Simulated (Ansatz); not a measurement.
One change: `NB(Cl)Br` becomes `[SiH3]OB(Cl)Br`.

Ansatz, PBE0-D4/def2-TZVP geometries, multiplicity 1. Each molecule was computed in one conformer, which needn't be the lowest.

Scalar relativity is left out up to krypton.

```
                             property  `NB(Cl)Br`
    HOMO energy (PBE/def2-TZVPP) / eV       -6.97
HOMO–LUMO gap (B3LYP/def2-TZVPP) / eV        7.83
  HOMO–LUMO gap (PBE/def2-TZVPP) / eV        6.00
  LUMO energy (B3LYP/def2-TZVPP) / eV       -0.19
  HOMO energy (B3LYP/def2-TZVPP) / eV       -8.02
 HOMO–LUMO gap (PBE0/def2-TZVPP) / eV        8.29
```

Q: What does the change do to each property? (Estimate.)

A: Computed: 
| property | `[SiH3]OB(Cl)Br` | shift |
| --- | --- | --- |
| HOMO energy (PBE/def2-TZVPP) / eV | -7.19 | -0.22 |
| HOMO–LUMO gap (B3LYP/def2-TZVPP) / eV | 7.32 | -0.51 |
| HOMO–LUMO gap (PBE/def2-TZVPP) / eV | 5.48 | -0.52 |
| LUMO energy (B3LYP/def2-TZVPP) / eV | -0.93 | -0.74 |
| HOMO energy (B3LYP/def2-TZVPP) / eV | -8.24 | -0.22 |
| HOMO–LUMO gap (PBE0/def2-TZVPP) / eV | 7.78 | -0.51 |

With PBE0 the HOMO falls by 0.23 eV and the LUMO falls by 0.74 eV, so the gap narrows by about 0.51 eV. PBE moves the HOMO by -0.22 eV and ωB97M-V by -0.23 eV. The zero-point energy changes by 7.3 kJ/mol with +6 modes.

B3LYP here is the variant with VWN-RPA as its local correlation; programs differ in this.

Spin–orbit coupling is left out; it splits and shifts lone-pair levels of the heavy atoms by tenths of an eV.
